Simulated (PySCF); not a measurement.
B3LYP has the VWN-RPA correlation part, as in Gaussian. 

## C₃HN, SMILES `[N+](#[C-])C#C` (charge 0, multiplicity 1)

Computed with B3LYP-D3(BJ)/def2-TZVP in PySCF 2.14.0.

| Property | Value |
|---|---|
| HOMO | -8.48 eV |
| dipole moment | 2.95 D |
| HOMO–LUMO gap | 6.89 eV |
| LUMO | -1.59 eV |
| total energy | -4615.25 eV |
| cost | very roughly 17 core-seconds |

Bonds (Å): C1–N2 1.177, N2–C3 1.305, C3–C4 1.199, C4–H5 1.062. Bond angles (°): C1–N2–C3 180.0, N2–C3–C4 180.0, C3–C4–H5 180.0.
